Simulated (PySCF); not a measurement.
How methods differ on the excitation energy of Zr(2+)

Zr(2+) [Kr] 4d2 (3F) → Zr(2+) [Kr] 4d1 5s1 (3D), as a difference of total energies. Computed with PySCF 2.14 in x2c-TZVPPall with one added diffuse shell each of s, p, d, f type (9s7p7d3f1g, 95 functions), with the spin-free X2C one-electron Hamiltonian (Gaussian nucleus). Correlated levels: valence: [Kr] frozen; valence and next inner shell: [Ar] 3d10 frozen. The calculations carry no spin-orbit coupling.

```
                                method  excitation energy (eV)
                                   UHF                   2.356
                                   LDA                   2.130
                                   PBE                   2.341
                                  PBE0                   2.481
                                r2SCAN                   2.592
                             BHandHLYP                   2.405
                             CAM-B3LYP                   2.304
                                 wB97X                   2.699
                               r2SCAN0                   2.601
                         MP2 (valence)                   2.340
                     SCS-MP2 (valence)                   2.350
    MP2 (valence and next inner shell)                   2.114
SCS-MP2 (valence and next inner shell)                   2.198
```

Problem. How much does correlation contribute at MP2 (valence and next inner shell)?

Solution. 2.114 − (2.356) = -0.242 eV, measured against UHF.

A first-order spin-orbit estimate (lowest level to lowest level, LS coupling) adds 0.021 eV.
